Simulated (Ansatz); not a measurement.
A set of 12 reactions (ligand exchange), with CCSD(T)/CBS values in kJ/mol:

```csv
reaction,ΔE
`CC(=O)N[SiH2]Cl` + `O[SiH2]F` → `F[SiH2]O[SiH2]Cl` + `CC(N)=O`,-52.7
`C#C[SiH2][AlH2]` + CH₃NH₂ → `CN[SiH2][AlH2]` + `C#C`,5.3
`[OH][GeH2][SiH2][SiH3]` + `O[Si](O)(F)Cl` → `O[Si](F)(Cl)O[SiH3]` + `[OH][GeH2][SiH3]`,-94.3
`[OH][AlH][CH2]O[SiH2]F` + `BO` → `B[O][AlH][OH]` + `CO[SiH2]F`,-162.8
`C[Si](C)(C)[Al]([F])[F]` + NH₃ → `[NH2][Al]([F])[F]` + `C[SiH](C)C`,-88.5
`[CH3][AlH][NH]C[SiH3]` + `[SH][GeH3]` → `[CH3][AlH][S][GeH3]` + `NC[SiH3]`,-32.2
`NB(O)[SeH]` + H₂Te → `NB(O)[TeH]` + H₂Se,8.4
`[CH3][AlH][CH3]` + `C[SeH]` → `[CH3][AlH][Se]C` + CH₄,-134.0
`C[BH][Ga]([NH2])[OH]` + `N[SiH3]` → `CBN[SiH3]` + `[NH2][GaH][OH]`,-147.6
`C=CBC[SiH3]` + HI → `C=CBI` + `C[SiH3]`,-66.9
`[SiH3]C1C[AsH]1` + `C[O][Zn][OH]` → `C[O][Zn][O][SiH3]` + `C1C[AsH]1`,-98.4
`[F][Sb]([SiH3])[SiH3]` + `CO[SiH](O)F` → `CO[SiH](F)O[SiH3]` + `[F][SbH][SiH3]`,-67.0
```

Gas-phase electronic energies from Ansatz, PBE0-D4/def2-TZVP geometries. CCSD(T)/CBS is the MP2 limit (def2-TZVPP, def2-QZVPP) plus CCSD(T) − MP2 in def2-TZVPP, frozen cores. This one scheme is used for every species. Functionals use def2-TZVPP. B3LYP here is the variant with VWN-RPA as its local correlation; programs differ in this. Elements past krypton have def2 core potentials. For As, Ga, Ge, I, Sb, Se, Te, Zn outer-core shells are correlated without core-valence functions, which leaves a few kJ/mol of doubt a bond. Scalar relativity is left out up to krypton. Each species was taken in one conformer, which may not be the lowest.

Problem. Give the mean, mean absolute and largest difference (level minus CCSD(T)/CBS, kJ/mol) for: PBE-D4, r2SCAN-D4, PBE0-D4, B3LYP-D4, B2PLYP, PBE0, B3LYP, HF/def2-TZVPP, MP2/def2-TZVPP, CCSD/def2-TZVPP, MP2/def2-QZVPP, SCS-MP2/def2-QZVPP, HF/CBS(def2), CCSD/CBS(def2). (Best estimate.)

Solution. Computed: 
| level | mean | mean absolute | largest |
| --- | --- | --- | --- |
| PBE-D4 | 10.1 | 10.1 | 26.8 |
| r2SCAN-D4 | 1.3 | 2.5 | 8.5 |
| PBE0-D4 | 5.8 | 6.4 | 18.4 |
| B3LYP-D4 | 0.1 | 3.1 | -7.3 |
| B2PLYP | -2.4 | 5.1 | -7.2 |
| PBE0 | 5.1 | 5.5 | 18.1 |
| B3LYP | -1.0 | 5.3 | 10.0 |
| HF/def2-TZVPP | -14.0 | 15.6 | -34.1 |
| MP2/def2-TZVPP | -2.7 | 3.5 | -8.3 |
| CCSD/def2-TZVPP | -1.8 | 4.5 | -10.0 |
| MP2/def2-QZVPP | -2.9 | 3.5 | -7.7 |
| SCS-MP2/def2-QZVPP | -4.7 | 5.3 | -13.1 |
| HF/CBS(def2) | -15.0 | 17.0 | -36.0 |
| CCSD/CBS(def2) | -1.8 | 2.7 | -4.8 |

The largest T1 diagnostic in the set is 0.017, for `C[O][Zn][OH]` (customary mark 0.02).

CCSD(T)/CBS is a level of theory with its own doubt, and the functionals carry their triple-zeta basis error, so these figures describe this set and don't rank the functionals.
